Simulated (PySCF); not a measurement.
Nb(CH2)(NH2)3, CH8N3Nb (singlet state).
Bonds: Nb1–C2, Nb1–N5, Nb1–N8, Nb1–N11. Hydrogens: H3, H4 on C2; H6, H7 on N5; H9, H10 on N8; H12, H13 on N11.

Method used: PySCF 2.14.0, density-fitted response routines, TDDFT CAM-B3LYP/def2-SVPD, vertical, gas phase, core orbitals frozen in the response, def2 core potentials past Kr. Geometry: PBE0-D3(BJ)/def2-SVP; no solvent, vibrations or thermal averaging. Spin–orbit coupling is left out.

Broadening: Gaussians 0.25 eV wide at half height, area fixed by f = 4.319×10⁻⁹ ∫ε dν̃. The width is an assumption, not a result. The curve ends short of the highest state used, and states not computed would add to its high-energy end.

(E (eV), ε (L mol⁻¹ cm⁻¹)): (3.37, 0), (3.43, 0), (3.49, 0), (3.56, 1), (3.62, 1), (3.68, 4), (3.74, 21), (3.81, 133), (3.87, 491), (3.93, 1334), (4.00, 2865), (4.06, 3904), (4.12, 3864), (4.19, 2551), (4.25, 1264), (4.31, 455), (4.37, 119), (4.44, 17), (4.50, 3), (4.56, 5), (4.63, 38), (4.69, 165), (4.75, 523), (4.82, 1339), (4.88, 2125), (4.94, 2462), (5.00, 2125), (5.07, 1386), (5.13, 1043), (5.19, 1097)

(1) Locate the maxima and give the states behind the curve.

(2) Coming from long wavelengths, where does ε first pass 100 L mol⁻¹ cm⁻¹?

(3) On this curve, what absorbance would a 10⁻⁴ mol/L sample give at 280 nm over a 1 cm path?

Answers

(1) 303 nm (4.09 eV), ε about 4000, made up of S2 (100%); 251 nm (4.94 eV), ε about 2500, made up of S3 (99%) (ε in L mol⁻¹ cm⁻¹; maxima over ε = 5, shares over 10%). At its high-energy end, 5.19 eV, the curve is still rising (ε about 1100, from S3, S4 and S7). The states used: S1 3.74 eV (f 0.0000); S2 4.09 eV (f 0.037); S3 4.94 eV (f 0.023); S4 5.22 eV (f 0.0069); S5 5.31 eV (f 0.0019); S6 5.40 eV (f 0.0012); S7 5.46 eV (f 0.031); S8 5.59 eV (f 0.018); S9 5.60 eV (f 0.011); S10 5.79 eV (f 0.055).

(2) At about 326 nm (3.80 eV), 0.06 eV above S1.

(3) 280 nm is 4.428 eV, where ε is about 24 L mol⁻¹ cm⁻¹, so A = ε c l ≈ 0.0024 (Beer–Lambert, with the gas-phase spectrum and the assumed width).

The vertical ionisation energy (ΔSCF) is 7.81 eV, 2.02 eV above S10.
